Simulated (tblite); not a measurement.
C7H15P.
Structure used (GFN2-xTB), in Å, numbered top down from 1:
```
atom  x, y, z in Å
C1     1.054   -0.412    1.932
P2     0.298    0.079    0.468
C3    -1.460    0.131   -0.281
C4    -2.317    1.006    0.621
C5    -1.975   -1.299   -0.352
C6     1.178    1.426   -0.364
C7     1.394    0.039   -0.990
C8     2.756   -0.588   -0.866
H9     0.824   -1.464    2.125
H10    0.664    0.197    2.752
H11   -1.405    0.562   -1.284
H12   -3.348    1.031    0.272
H13   -2.307    0.615    1.639
H14   -1.930    2.024    0.646
H15   -1.983   -1.742    0.645
H16   -1.329   -1.905   -0.987
H17   -2.987   -1.329   -0.751
H18    2.019    1.828    0.185
H19    0.638    2.159   -0.949
H20    0.922   -0.100   -1.959
H21    2.738   -1.621   -1.208
H22    3.487   -0.040   -1.461
H23    3.066   -0.572    0.177
```

Method: GFN2-xTB as coded in tblite; computed harmonic values from a numerical Hessian at the method's own geometry, unscaled. This tight-binding method is rough: wavenumbers can miss measured ones by several per cent, in bad cases by 10 to 20. One conformer, not necessarily the lowest.

Harmonic wavenumbers (cm⁻¹): 42.2, 97.2, 133.8, 163.2, 180.3, 185.5, 208.9, 219.9, 248.5, 267.4, 288.8, 338.4, 401.5, 413.9, 562.6, 672.3, 712.2, 774.2, 825.7, 888.6, 916.5, 924.2, 936.0, 936.4, 955.2, 971.6, 978.1, 1005.6, 1032.2, 1089.7, 1132.2, 1137.9, 1160.5, 1164.5, 1213.8, 1286.8, 1300.1, 1383.4, 1400.8, 1402.4, 1409.5, 1413.6, 1482.8, 1483.9, 1488.0, 1488.7, 1493.1, 1497.4, 2911.9, 2919.1, 2929.7, 2990.6, 2998.0, 3000.2, 3002.9, 3008.3, 3011.1, 3016.7, 3018.0, 3025.9, 3028.1, 3035.4, 3062.6.

A = 2614, B = 1124, C = 1090 MHz; mass 130.091 u (most abundant isotopes); point group C1, symmetry number 1.

Task: What is the zero-point energy?

Result: ½Σν̃ = 43334 cm⁻¹ = 123.90 kcal/mol.

Task: Give the ideal-gas entropy at 298.15 K and 1 bar in the rigid-rotor, harmonic-oscillator model (classical rotation).

Result: Translation 40.53, rotation 29.00, vibration 33.84: S = 103.4 cal/(mol K).

Task: And Cp and H(298.15 K) − H(0)?

Result: Cp = 43.92 cal/(mol K), of which vibrations give 35.97 (their classical limit is 63 R = 125.2); H(298.15 K) − H(0) = 7.85 kcal/mol without the zero-point energy, 5.48 from vibrations.

Task: How do the functions run with temperature in this model?

Result: 
```
 T (K)  S (cal/(mol K))  Cp (cal/(mol K))  H − H(0) (kcal/mol)  G − H(0) (kcal/mol)  ln q(vib)
    50             58.1              12.9                 0.49                -2.42       0.46
   100             69.7              21.3                 1.35                -5.62       1.65
373.15            114.2              52.6                11.47               -31.13      10.09
   500            131.4              65.7                19.00               -46.72      13.96
   750            161.9              84.5                37.94               -83.49      21.34
  1000            188.1              97.2                60.75              -127.31      28.24
```

q(vib) and H(0) count from the zero-point level.

Task: What must be added to the electronic energy to get the Gibbs energy at 298.15 K and 1 bar?

Result: ZPE + [H(298.15 K) − H(0)] − T·S = 123.90 + 7.85 − 30.82 = 100.93 kcal/mol.

Task: Which modes carry the vibrational entropy at 298.15 K?

Result: 42.2 cm⁻¹: 5.15; 97.2 cm⁻¹: 3.51; 133.8 cm⁻¹: 2.89; 163.2 cm⁻¹: 2.51; 180.3 cm⁻¹: 2.33; 185.5 cm⁻¹: 2.27 cal/(mol K); the other 57 give 15.17 together.

Hindered rotation and anharmonicity are outside this model. Other conformers, if any are populated, would add a mixing term that is left out. The structure is chiral; the term R ln 2 for an equal mix with its mirror image is left out.

Time: 0.8 s wall. Hardware: Intel Xeon 6975P-C, one thread, shared host with 192 logical CPUs at a one-minute load of 49. This covers the Hessian and the dipole derivatives.
